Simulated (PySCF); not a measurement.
Mapped SMILES: `[CH3:1][O:2][CH2:3][CH2:4][O:5][C:6](=[O:7])[O:8][CH2:9][F:10]`. Hydrogens are named by the atom that carries them.

Level of theory: GIAO B3LYP/pcSseg-1 shieldings, coordinates at the PBE0-D3(BJ)/def2-SVP level, in PySCF 2.14 (equivalent nuclei averaged, one computed conformer, relativity neglected, no solvent).

Predict the 2D correlation tables (HSQC, COSY, HMBC).

Answers



HSQC (one-bond C–H):
```
          δH         δC
5.74 (H(C9))  98.8 (C9)
4.11 (H(C4))  67.7 (C4)
3.41 (H(C1))  60.6 (C1)
3.41 (H(C3))  71.0 (C3)
```

COSY cross peaks (H two or three bonds apart, from the bond graph; peaks can be absent where the dihedral angle is near 90°):
```
          δH            δH
4.11 (H(C4))  3.41 (H(C3))
```

HMBC (two and three bonds, from the bond graph):
```
          δH                     δC
5.74 (H(C9))             161.7 (C6)
4.11 (H(C4))  161.7 (C6), 71.0 (C3)
3.41 (H(C1))              71.0 (C3)
3.41 (H(C3))   67.7 (C4), 60.6 (C1)
```

References, each an isolated molecule treated in the same way: TMS for ¹H, ¹³C.

Short H···H contacts in this conformer between protons four or more bonds apart (candidates for NOE cross peaks, intensity ∝ r⁻⁶): H(C1)···H(C3) 2.43 Å.

Shifts are as computed. Against solution values, carbons near 30 ppm lie about +2 ppm off and those near 130 ppm about +6 ppm. Of 1211 compounds with measured shifts, 218 miss one by over three times the rms of a fit or turn the order of signals round; such compounds aren't used in these exercises.
